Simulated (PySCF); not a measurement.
C₅H₆Se, SMILES [C@H]1([C@@H](C1)[SeH])C#C.

Geometry optimised at PBE0-D3(BJ)/def2-SVP. The structure was generated by enumeration; whether it is a known compound was not checked. Other conformers were not sampled.

Two levels are set side by side: TDDFT-PBE/def2-SVPD (PySCF) and TDDFT-LC-ωPBE/def2-SVPD (PySCF). Vertical, same geometry. The lowest singlet is HOMO→LUMO 99 % with PBE and HOMO→LUMO 37 %, HOMO→LUMO+1 15 %, HOMO→LUMO+2 15 %, HOMO→LUMO+3 11 % with the other functional; states are paired by order. Differences are taken from unrounded values.

| quantity | TDDFT-PBE |
|---|---|
| lowest singlet excitation (eV) | 4.61 |
| lowest triplet excitation (TDA) (eV) | 4.23 |

Problem. These are the TDDFT-PBE values. What does TDDFT-LC-ωPBE give? (Estimate from the structure and the level; the computed values follow.)

Solution. 
```tsv
quantity	TDDFT-LC-ωPBE	TDDFT-PBE minus TDDFT-LC-ωPBE
lowest singlet excitation (eV)	5.10	-0.50
lowest triplet excitation (TDA) (eV)	4.58	-0.35
```

Functionals without exact exchange tend to place singlet excitations lower, as here. Differences between two approximate levels are no errors against the true value.

Rough cost on one machine, each run with all the roots and properties that it gave: TDDFT-LC-ωPBE against TDDFT-PBE about 7 times.
